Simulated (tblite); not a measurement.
Species: C7H9FOSi.
Atom-mapped SMILES: `[CH2:1]=[C:2]1[C@@H:3]([C:4]#[C:5][CH3:6])[C@H:7]1[O:8][SiH2:9][F:10]` (hydrogens: H11, H12 on C1; H13 on C3; H14, H15, H16 on C6; H17 on C7; H18, H19 on Si9)

Structure optimised with GFN2-xTB, isolated species.

(1) Give the optimised bond lengths and angles.

Answers

(1) 
```
                  bond  length (Å)
                 C1=C2       1.308
                 C2–C3       1.479
                 C3–C4       1.428
                 C4≡C5       1.201
                 C5–C6       1.445
                 C3–C7       1.536
                 C7–O8       1.371
                O8–Si9       1.608
               Si9–F10       1.602
                 C2–C7       1.466
                C1–H11       1.078
                C1–H12       1.079
                C3–H13       1.086
C6–H14, C6–H15, C6–H16       1.090
                C7–H17       1.088
               Si9–H18       1.452
               Si9–H19       1.453
```

Bonds in one row agree within 0.01 Å and their mean is given. A selection of angles:
```
     angle  degrees
  C1–C2–C3    147.7
  C1–C2–C7    148.8
  C3–C2–C7     62.9
  C2–C3–C4    119.0
  C2–C3–C7     58.1
  C4–C3–C7    121.1
  C3–C4–C5    178.8
  C4–C5–C6    179.2
  C3–C7–O8    123.8
  C2–C7–C3     59.0
  C2–C7–O8    121.9
 C7–O8–Si9    135.5
O8–Si9–F10    100.0
```

Torsions: C1–C2–C3–C4 60° (synclinal); C2–C3–C7–O8 -110° (anticlinal); C3–C7–O8–Si9 26° (synperiplanar); C7–O8–Si9–F10 162° (antiperiplanar); C1–C2–C7–C3 -171° (antiperiplanar).

The 7 C–C bonds span 1.201 Å (C4≡C5, drawn triple) to 1.536 Å (C3–C7, drawn single), a spread of 0.335 Å. The 3-membered ring C2–C3–C7 has internal angles of 58.1° to 62.9°. Si9 (fluorine-bound silicon) is distorted tetrahedral (angles from 100.0° to 115.9°). Of the pairs four or more bonds apart, C4···Si9 is among the closest relative to their van der Waals radii: 3.21 Å, 84 % of the sum of Bondi's values.

Point group: C1 (no symmetry element, even within 0.4 Å). Its lowest GFN2-xTB frequency is 12 cm⁻¹, too small to tell a flat minimum from a shallow saddle. The numbers are those of one conformer.

Hardware: one thread of an Arm Neoverse N1, shared host with 64 logical CPUs at a one-minute load of 55. Cost: 2.7 s of wall time. That covers the optimisation of the geometry.

All values are computed, not measured.
